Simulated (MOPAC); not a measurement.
MOPAC input (PM3):

```
PM3 PRECISE GNORM=0.05 LET XYZ GEO-OK AUX(PRECISION=9) THREADS=1
H4BO2P

O    -0.99833100 1    1.33813000 1    0.31779800 1
B    -0.49002000 1    0.08318600 1    0.11462000 1
O    -1.34000000 1   -0.97632500 1    0.18243300 1
P     1.35053900 1   -0.26493200 1   -0.40923200 1
H    -0.35611200 1    2.05118500 1    0.27371000 1
H    -2.24856000 1   -0.71293500 1    0.37675800 1
H     1.94961500 1    0.68821200 1    0.45409100 1
H     1.55372400 1   -1.36284700 1    0.45897800 1
```

From the output:

```
                                                       MOPAC v23.2.5 Linux

          FINAL HEAT OF FORMATION =       -155.52926 KCAL/MOL =    -650.73443 KJ/MOL

          COSMO AREA              =        103.30 SQUARE ANGSTROMS
          COSMO VOLUME            =         86.38 CUBIC ANGSTROMS

          GRADIENT NORM           =          0.03716          =       0.01314 PER ATOM
          IONIZATION POTENTIAL    =          8.676340 EV
          HOMO LUMO ENERGIES (EV) =         -8.676  0.804
          NO. OF FILLED LEVELS    =         12
          MOLECULAR WEIGHT        =         77.8142         POINT GROUP:  C1

          MOLECULAR DIMENSIONS (Angstroms)

            Atom       Atom       Distance
            H     7    H     6     4.41934
            H     8    H     5     4.04372
            H     6    P     4     0.82234

          SCF CALCULATIONS        =         35

   ATOM   CHEMICAL          X               Y               Z
  NUMBER   SYMBOL      (ANGSTROMS)     (ANGSTROMS)     (ANGSTROMS)

     1       O         -1.10415826  *   1.27954693  *   0.28042454  *
     2       B         -0.37476771  *   0.11339748  *   0.14184009  *
     3       O         -1.31751847  *  -0.87484358  *   0.22843518  *
     4       P          1.37551995  *  -0.28247709  *  -0.37379923  *
     5       H         -0.69664608  *   2.12859039  *   0.23896727  *
     6       H         -2.22157764  *  -0.61216398  *   0.34129786  *
     7       H          2.06562000  *   0.44948897  *   0.49432042  *
     8       H          1.56741002  *  -1.47489562  *   0.16900495  *

                             CARTESIAN COORDINATES

   1    O       -1.104158259     1.279546931     0.280424545
   2    B       -0.374767707     0.113397483     0.141840089
   3    O       -1.317518465    -0.874843577     0.228435175
   4    P        1.375519951    -0.282477091    -0.373799227
   5    H       -0.696646076     2.128590393     0.238967270
   6    H       -2.221577644    -0.612163977     0.341297864
   7    H        2.065620001     0.449488971     0.494320418
   8    H        1.567410023    -1.474895616     0.169004954

           Empirical Formula: H4 O2 B P  =     8 atoms

      MOLECULAR POINT GROUP   :   C1

                  EIGENVALUES
 -38.78908 -36.91972 -27.26824 -20.11016 -18.21565 -15.87956 -15.18997 -13.02775
 -12.61958 -11.83746 -11.57069  -8.67634   0.80437   1.41492   1.67160   2.45246
   3.80156   4.16678   5.79327   6.52531

              NET ATOMIC CHARGES AND DIPOLE CONTRIBUTIONS

  ATOM NO.   TYPE          CHARGE      No. of ELECS.   s-Pop       p-Pop
    1          O          -0.287566        6.2876     1.71282     4.57475
    2          B          -0.189087        3.1891     1.12323     2.06586
    3          O          -0.242645        6.2426     1.70665     4.53599
    4          P           0.576042        4.4240     1.62430     2.79966
    5          H           0.200637        0.7994     0.79936
    6          H           0.201771        0.7982     0.79823
    7          H          -0.137961        1.1380     1.13796
    8          H          -0.121190        1.1212     1.12119
 DIPOLE           X         Y         Z       TOTAL
 POINT-CHG.     2.101     0.386    -1.682     2.719
 HYBRID        -1.283     0.613     2.528     2.900
 SUM            0.819     0.999     0.847     1.544

          ATOMIC ORBITAL ELECTRON POPULATIONS

     Atom    s        px        py        pz
    1  O   1.71282   1.58792   1.21738   1.76946
    2  B   1.12323   0.87680   0.64241   0.54665
    3  O   1.70665   1.21555   1.58541   1.73503
    4  P   1.62430   0.74661   0.81546   1.23758
    5  H   0.79936
    6  H   0.79823
    7  H   1.13796
    8  H   1.12119

 **********************
 *                    *
 * JOB ENDED NORMALLY *
 *                    *
 **********************

 == MOPAC DONE ==
```

The geometry given is a B3LYP-D3(BJ)/def2-TZVP minimum.
